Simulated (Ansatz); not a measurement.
`[Cl][SnH]([Br])[Br]`. Total charge 0; spin multiplicity 1. Sn takes the def2 core potential. The geometry is a stationary point of PBE0-D4/def2-TZVP.

```xyz
5

Cl    1.947    0.287   -1.118
Sn   -0.042    0.169    0.042
Br   -1.687   -0.910   -1.419
Br    0.325   -1.268    1.993
H    -0.543    1.722    0.501
```

(1) What is the dipole moment at PBE/def2-TZVPP? (Estimate.)

(2) And with r2SCAN, B3LYP, ωB97M-V? (Best estimate.)

(3) Give the Mulliken charges with PBE, ωB97M-V, B3LYP in def2-TZVPP. (Best estimate.)

Results:

(1) Ansatz gave: 1.65 D, with components (-0.76, 1.34, 0.59) D in this frame, pointing from negative to positive charge.

(2) The calculation gave: r2SCAN 1.75 D, B3LYP 1.73 D, ωB97M-V 1.78 D.

(3) Ansatz gave: 
| atom | PBE | ωB97M-V | B3LYP |
| --- | --- | --- | --- |
| Cl1 | -0.30 | -0.29 | -0.33 |
| Sn2 | 0.91 | 0.84 | 0.97 |
| Br3 | -0.27 | -0.26 | -0.29 |
| Br4 | -0.27 | -0.26 | -0.29 |
| H5 | -0.07 | -0.03 | -0.07 |

B3LYP here is the variant with VWN-RPA as its local correlation; programs differ in this.
